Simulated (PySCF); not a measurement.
`InChI=1S/C4H2Cl2O/c5-2-1-4(6)3-7/h2-3H`

Molfile (atoms numbered from 1):
```
C4H2Cl2O
     RDKit          3D

  9  8  0  0  0  0  0  0  0  0999 V2000
   -1.4087    1.6713   -0.7552 O   0  0  0  0  0  0  0  0  0  0  0  0
   -1.6932    0.6667   -0.1682 C   0  0  0  0  0  0  0  0  0  0  0  0
   -0.6868   -0.3525    0.2749 C   0  0  0  0  0  0  0  0  0  0  0  0
   -1.3581   -1.7543    1.0501 Cl  0  0  0  0  0  0  0  0  0  0  0  0
    0.6049   -0.1997    0.0922 C   0  0  0  0  0  0  0  0  0  0  0  0
    1.8780   -0.0107   -0.1245 C   0  0  0  0  0  0  0  0  0  0  0  0
    2.9256    0.7789    0.9946 Cl  0  0  0  0  0  0  0  0  0  0  0  0
   -2.7426    0.3934    0.1028 H   0  0  0  0  0  0  0  0  0  0  0  0
    2.3684   -0.3482   -1.0438 H   0  0  0  0  0  0  0  0  0  0  0  0
  1  2  2  0
  2  3  1  0
  3  4  1  0
  3  5  2  0
  5  6  2  0
  6  7  1  0
  2  8  1  0
  6  9  1  0
M  END
```

The calculation used quadratic response CAM-B3LYP/def2-TZVPD first hyperpolarisability, Taylor convention, gas phase (PySCF). Geometry: PBE0-D3(BJ)/def2-SVP.

Give the tensor of the static β(0;0,0) in the axes of these coordinates.

In au, Taylor convention; rows are the first index (the induced dipole):
|  | xx | yy | zz | xy | xz | yz |
| --- | --- | --- | --- | --- | --- | --- |
| x | +79.2 | +14.1 | -2.6 | -30.4 | +38.3 | -1.3 |
| y | -30.4 | +45.4 | +17.2 | +14.1 | -1.3 | -5.9 |
| z | +38.3 | -5.9 | -28.5 | -1.3 | -2.6 | +17.2 |

Norm of βᵢ = ⅓ Σⱼ (βᵢⱼⱼ + βⱼᵢⱼ + βⱼⱼᵢ): 96.4 au, hyper-Rayleigh value 49.2 au.
